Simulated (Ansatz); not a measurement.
CrO3, SMILES [O]=[Cr](=[O])=[O], multiplicity 1.

Coordinates come from a PBE0-D3(BJ)/def2-SVP optimisation. The spin state was assumed, not searched. The isomer is the one that the SMILES or the coordinates give; other isomers of the formula were not compared.

Two levels are set side by side: PBE/def2-SVPD (Ansatz, an electronic-structure program) and PBE0/def2-SVPD (Ansatz). Energy differences of separate SCF runs at the same geometry; the states with an electron removed or added have multiplicity 2 and 2. Differences are taken from unrounded values.

| quantity | PBE0 | PBE | PBE minus PBE0 |
|---|---|---|---|
| vertical ionisation energy (eV) | 11.89 | 11.52 | -0.38 |
| vertical electron affinity (eV) | 3.51 | 2.91 | -0.60 |
| vertical singlet–triplet gap (eV) | 1.28 | 1.60 | 0.33 |
